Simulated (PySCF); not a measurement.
# Structure from 2D NMR

Compound of formula C₆H₁₁FO₂Si. Correlations simulated from computed shifts and the bond graph:

HSQC (one-bond C–H):
```tsv
δH	δC
8.04	164.8
5.76	65.9
2.66	37.9
2.18	37.9
1.19	23.1
```

COSY cross peaks (H two or three bonds apart, from the bond graph; peaks can be absent where the dihedral angle is near 90°):
```tsv
δH	δH
5.76	2.66
5.76	2.18
2.66	2.18
```

HMBC (two and three bonds, from the bond graph):
```tsv
δH	δC
8.04	65.9
5.76	164.8, 37.9, 19.2
4.89	37.9, 23.1, 19.2
2.66	65.9, 37.9, 23.1, 19.2
2.18	65.9, 37.9, 23.1, 19.2
1.19	37.9, 19.2
```

Carbons without hydrogens: δ 19.2.

[PySCF 2.14.0 with density-fitted response routines: coordinates at the GFN2-xTB level; NMR shieldings at PBE0/pcSseg-1/GIAO; isolated molecule; single conformer; averaged over atoms made equivalent by symmetry, fast rotation or ring inversion; non-relativistic]

Shifts are taken against calculated references (same method and geometry level): ¹H (σref 31.72), ¹³C (σref 186.93) vs TMS.

Exchangeable hydrogens are left out of these lists.

Problem. Work out the connectivity.

Solution. `C[C@]1([SiH2]F)C[C@@H](OC=O)C1`.

Numbering as in the mapped SMILES `[CH3:1][C@:2]1([SiH2:3][F:4])[CH2:5][C@@H:6]([O:7][CH:8]=[O:9])[CH2:10]1`. Hydrogens are named by the atom that carries them. Ha(C5), Ha(C10) are cis to O7 on the ring; Hb(C5), Hb(C10) are trans to O7 on the ring.

δC 164.8 is C8, an ester carbonyl carbon (δH 8.04). δC 65.9 is C6, an sp3 CH bonded to O (δH 5.76). δC 37.9 is C5/C10, an sp3 CH2 in a ring (δH 2.18, 2.66). δC 23.1 is C1, a methyl carbon (δH 1.19). δC 19.2 is C2, a fully substituted sp3 carbon bonded to Si. HMBC from δH 5.76 reaches the proton-free carbon C2. HMBC from δH 4.89 reaches the proton-free carbon C2. HMBC from δH 2.66 reaches the proton-free carbon C2. HMBC from δH 2.18 reaches the proton-free carbon C2. COSY links 5.76–2.66, 5.76–2.18, 2.66–2.18.

This is the structure that produced the data.

Shifts are as computed. Against solution values, carbons near 30 ppm lie about +3 ppm off and those near 130 ppm about +5 ppm. Of 1211 compounds with measured shifts, 218 miss one by over three times the rms of a fit or turn the order of signals round; such compounds aren't used in these exercises.
